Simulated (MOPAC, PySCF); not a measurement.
C2H6AlI2N, SMILES `C[N](C)[Al]([I])[I]` (C–N–Al–I torsion 0°), neutral singlet in the gas phase. 

Z-matrix (Å, degrees):
```
N
C 1 1.4540
H 2 1.0998 1 111.24
H 2 1.1073 3 107.80 1 122.27
H 2 1.1074 3 107.80 4 115.46
C 1 1.4540 2 112.58 3 180.00
H 6 1.0998 1 111.24 2 -179.99
H 6 1.1074 7 107.80 1 122.27
H 6 1.1074 7 107.80 8 115.46
Al 1 1.7746 2 123.71 3 -0.01
I 10 2.4783 1 120.12 2 0.07
I 10 2.4783 1 120.12 2 -179.93
```
Charge 0, multiplicity 1.

All levels are single points at this geometry (B3LYP-D3(BJ)/def2-SVP); Pople sets use spherical d functions. Orbital energies aren't observables, and empty levels follow the basis.

| level | HOMO (eV) | LUMO (eV) | gap (eV) | dipole (D) | vertical IE, Delta-SCF (eV) |
|---|---|---|---|---|---|
| B3LYP-D3(BJ)/def2-TZVP in PySCF | -6.60 | -1.39 | 5.21 | 2.01 | 8.45 |
| M06-2X/def2-TZVP in PySCF | -8.10 | -0.53 | 7.57 | 2.08 | 8.78 |
| B3LYP/6-311+G** (LANL2DZ on I) in PySCF | -6.71 | -1.50 | 5.20 | 2.51 | – |
| M06-2X/6-31G* (LANL2DZ on I) in PySCF | -8.08 | -0.60 | 7.48 | 2.89 | – |
| PBE/6-31G* (LANL2DZ on I) in PySCF | -5.56 | -1.97 | 3.60 | 2.93 | – |
| HF/6-31G* (LANL2DZ on I) in PySCF | -9.95 | 1.87 | 11.82 | 3.04 | 9.51 |
| AM1 in MOPAC | -9.75 | -1.54 | 8.21 | 3.70 | – |
| PM6 in MOPAC | -8.80 | 0.23 | 9.04 | 3.16 | – |
| PM7 in MOPAC | -9.36 | -0.51 | 8.84 | 4.54 | – |
